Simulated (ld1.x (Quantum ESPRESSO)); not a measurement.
Pseudopotential generation for W (Z = 74): ultrasoft, LDA (PZ), scalar-relativistic.

```json
{"Element": "tungsten", "Generator": "ld1.x (Quantum ESPRESSO) 7.5", "Type": "ultrasoft", "Functional": "LDA (PZ)", "Relativity": "scalar-relativistic", "Frozen core": "[Kr] 4d10", "Valence charge": "28", "Reference configuration": "4f14 5s2 5p6 5d4 6s0 6p0 (charge +2)", "Partial waves": "5s (bound): rcut 1.35, rcutus 1.55 bohr; 6s (bound, empty): rcut 1.35, rcutus 1.55 bohr; 5p (bound): rcut 1.75, rcutus 2.35 bohr; 6p (bound, empty): rcut 1.75, rcutus 2.35 bohr; 5d (bound): rcut 2.15, rcutus 2.50 bohr; 5d channel at -1.05 Ry: rcut 2.15, rcutus 2.50 bohr; 4f (bound): rcut 0.80, rcutus 0.95 bohr; 4f channel at -3.1 Ry: rcut 0.80, rcutus 0.95 bohr", "Local potential": "all-electron potential smoothed inside 1.75 bohr (lloc = -2)", "Core correction": "Bessel-smoothed model core inside 0.50 bohr", "Augmentation charge": "PSQ, radius 0.85 bohr"}
```

(1) Estimate the cutoffs (Ry, on a coarse ladder) from which the occupation-weighted sum of valence levels, in a spherical-Bessel basis at the reference potential, stays within 10 and 1 mRy of its value at 400 Ry.

(2) Does the potential have ghost states?

(3) Is the overlap operator S = 1 + Σ q|β⟩⟨β| positive definite (Bessel basis up to 400 Ry)?

(4) Which valence shell sets the plane-wave cutoff?

## Answers

(1) 230 Ry and over 300 Ry.

(2) No extra level below or beside the all-electron valence levels (s, p, d, f tested).

(3) Yes: its lowest eigenvalue is 0.15 (s channel).

(4) 4f: its level needs 230 Ry to come within 1 mRy, against 25 Ry for 5s.

Test run stopped at test 1 of 9 (negative rho).
